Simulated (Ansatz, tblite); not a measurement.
Forces on N-butylpyridinium hexafluoroantimonate, `CCCC[n+]1ccccc1.[F][Sb-]([F])([F])([F])([F])[F]` at its PBE-D4/def2-SVP geometry. Total charge 0; singlet.

In the def2 sets Sb takes a core potential; there is no spin–orbit coupling. The xTB rows come from tblite. Single mean-field runs in def2-TZVP are fitted with def2-universal-jkfit.

GFN2-xTB (tblite), largest force 0.97 eV/Å:

```xyz
31
positions Å, forces eV/Å
C     2.938   -2.101    1.688    0.158   -0.152    0.512
C     2.287   -1.570    0.412    0.265    0.131   -0.505
C     0.757   -1.513    0.508   -0.282   -0.067    0.504
C     0.160   -0.970   -0.789   -0.760    0.274   -0.516
N    -1.262   -0.550   -0.665   -0.122    0.154    0.054
C    -2.237   -1.181   -1.370    0.400    0.409    0.389
C    -3.553   -0.731   -1.326    0.160    0.043    0.063
C    -3.864    0.404   -0.558    0.053   -0.058   -0.032
C    -2.845    1.038    0.162    0.181   -0.053   -0.013
C    -1.546    0.534    0.102   -0.009   -0.642   -0.378
H     2.691   -1.454    2.556    0.113   -0.363   -0.594
H     4.042   -2.125    1.596   -0.701    0.050   -0.038
H     2.598   -3.131    1.927    0.157    0.634   -0.220
H     2.651   -0.541    0.201   -0.144   -0.566    0.213
H     2.587   -2.199   -0.457   -0.189    0.273    0.522
H     0.493   -0.830    1.341    0.158   -0.436   -0.396
H     0.332   -2.514    0.742    0.275    0.509   -0.166
H     0.695   -0.056   -1.116   -0.048   -0.615    0.253
H     0.203   -1.717   -1.605    0.096    0.297    0.419
H    -1.918   -2.042   -1.973   -0.279    0.483    0.327
H    -4.320   -1.263   -1.905    0.446    0.362    0.376
H    -4.894    0.788   -0.526    0.657   -0.236   -0.036
H    -3.010    1.946    0.757    0.007   -0.571   -0.365
H    -0.702    0.983    0.650   -0.827   -0.327   -0.380
F     1.084    4.578   -1.218   -0.011   -0.351    0.240
Sb    1.141    3.038   -0.056    0.366    0.532    0.073
F     2.896    2.480   -0.659   -0.342    0.014    0.088
F     0.350    1.918   -1.485   -0.024    0.187    0.088
F     1.854    4.050    1.423   -0.165   -0.221   -0.284
F     1.094    1.402    1.080    0.218    0.372   -0.103
F    -0.700    3.329    0.562    0.191   -0.066   -0.096
```

r2SCAN-D4/def2-TZVP (Ansatz), largest force 1.35 eV/Å:

```
C 0.132 -0.131 0.358
C 0.165 0.134 -0.403
C -0.236 -0.083 0.390
C 0.371 0.055 -0.382
N -0.449 0.115 0.018
C -0.099 0.057 0.001
C 0.119 0.031 0.039
C 0.114 -0.054 0.010
C 0.074 -0.071 -0.060
C -0.119 -0.022 0.031
H 0.103 -0.296 -0.430
H -0.544 0.022 0.016
H 0.147 0.495 -0.139
H -0.143 -0.497 0.109
H -0.145 0.266 0.401
H 0.093 -0.341 -0.357
H 0.198 0.443 -0.114
H -0.220 -0.519 0.171
H -0.040 0.337 0.390
H -0.153 0.465 0.332
H 0.412 0.279 0.303
H 0.535 -0.192 -0.026
H 0.052 -0.484 -0.303
H -0.525 -0.354 -0.328
F 0.043 -1.068 0.820
Sb 0.063 0.001 0.017
F -1.177 0.419 0.397
F 0.458 0.745 0.832
F -0.486 -0.682 -1.025
F 0.115 1.053 -0.677
F 1.148 -0.124 -0.391
```

PBE0-D4/def2-TZVP (Ansatz), largest force 1.54 eV/Å:

```
C 0.084 -0.089 0.256
C 0.080 0.104 -0.313
C -0.179 -0.064 0.274
C 0.199 0.100 -0.268
N -0.553 0.180 0.052
C -0.004 0.294 0.199
C 0.247 0.069 0.093
C 0.303 -0.103 0.024
C 0.083 -0.183 -0.135
C -0.187 -0.288 -0.184
H 0.111 -0.307 -0.439
H -0.553 0.022 0.018
H 0.154 0.508 -0.140
H -0.146 -0.537 0.119
H -0.148 0.285 0.432
H 0.104 -0.368 -0.386
H 0.216 0.481 -0.121
H -0.245 -0.578 0.159
H -0.039 0.358 0.406
H -0.168 0.480 0.342
H 0.423 0.291 0.314
H 0.554 -0.197 -0.025
H 0.051 -0.502 -0.317
H -0.572 -0.371 -0.335
F 0.049 -1.220 0.938
Sb 0.057 -0.025 0.008
F -1.348 0.479 0.458
F 0.554 0.865 0.964
F -0.558 -0.783 -1.175
F 0.100 1.233 -0.772
F 1.330 -0.136 -0.445
```
